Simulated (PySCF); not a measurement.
A series of related molecules.

All values: PBE0/def2-SVPD (PySCF) at PBE0-D3(BJ)/def2-SVP geometries, gas phase, one conformer each. Core orbitals are frozen in the response; Δα² is half the sum of the squared differences of the principal polarisabilities.

Question: Rank by HOMO–LUMO gap, highest first.
A. `[BH3-][N+]#CCC`
B. `[BH3-][N+]#CCOC(F)(F)F`
C. `[BH3-][N+]#CCC(=O)C(F)(F)F`
D. `[BH3-][N+]#CCC(F)F`
E. `[N+](#CCB(F)F)[BH3-]`

Answer: A (6.99 eV), D (6.84 eV), E (6.59 eV), B (6.43 eV), C (5.08 eV).

Question: Rank by HOMO energy, lowest first.
A. `[BH3-][N+]#CCB(F)F`
B. `[BH3-][N+]#CCC(=O)C(F)(F)F`
C. `[BH3-][N+]#CCOC(F)(F)F`
D. `[BH3-][N+]#CCC`

Answer: C (-8.05 eV), B (-7.92 eV), A (-7.72 eV), D (-7.57 eV).

Question: Rank by vertical ionisation energy (ΔSCF), highest first.
A. `[BH3-][N+]#CCCC(F)(F)F`
B. `CCC#[N+][BH3-]`
C. `[BH3-][N+]#CCOC(F)(F)F`

Answer: C (10.33 eV), A (10.11 eV), B (9.86 eV).

All values together:

```csv
SMILES,formula,μ (D),HOMO (eV),LUMO (eV),α (Å³),Δα (Å³),electrons,α per electron (Å³),ΔSCF removal energy (eV)
[BH3-][N+]#CCC,C3H8BN,7.52,-7.57,-0.59,10.02,6.63,38,0.264,9.86
[BH3-][N+]#CCCC(F)(F)F,C4H7BF3N,5.10,-7.84,-0.85,12.11,7.78,70,0.173,10.11
[BH3-][N+]#CCB(F)F,C2H5B2F2N,6.73,-7.72,-1.13,9.96,7.00,52,0.191,10.01
[BH3-][N+]#CCC=C,C4H8BN,7.46,-7.60,-1.13,11.87,8.00,44,0.270,–
[BH3-][N+]#CCOC(F)(F)F,C3H5BF3NO,5.39,-8.05,-1.62,11.18,8.04,70,0.160,10.33
[BH3-][N+]#CCC(=O)C(F)(F)F,C4H5BF3NO,6.50,-7.92,-2.84,12.40,8.22,76,0.163,10.12
[BH3-][N+]#CCC(F)F,C3H6BF2N,5.83,-7.89,-1.05,10.27,7.00,54,0.190,10.18
```

Conformers: `[BH3-:1][N+:2]#[C:3][CH2:4][CH2:5][C:6]([F:7])([F:8])[F:9]` with C3–C4–C5–C6 178°; `[BH3-:1][N+:2]#[C:3][CH2:4][B:5]([F:6])[F:7]` with C3–C4–B5–F6 166°; `[BH3-:1][N+:2]#[C:3][CH2:4][CH:5]=[CH2:6]` with C3–C4–C5–C6 121°; `[BH3-:1][N+:2]#[C:3][CH2:4][O:5][C:6]([F:7])([F:8])[F:9]` with C3–C4–O5–C6 -174°; `[BH3-:1][N+:2]#[C:3][CH2:4][C:5](=[O:6])[C:7]([F:8])([F:9])[F:10]` with C3–C4–C5–O6 -1°; `[BH3-:1][N+:2]#[C:3][CH2:4][CH:5]([F:6])[F:7]` with C3–C4–C5–F6 180°.

A dash marks a removal energy that wasn't run or isn't settled.

Q: How closely does the mean polarisability follow the number of electrons in this set?

A: The correlation coefficient is 0.64; α per electron runs from 0.160 to 0.270 Å³.
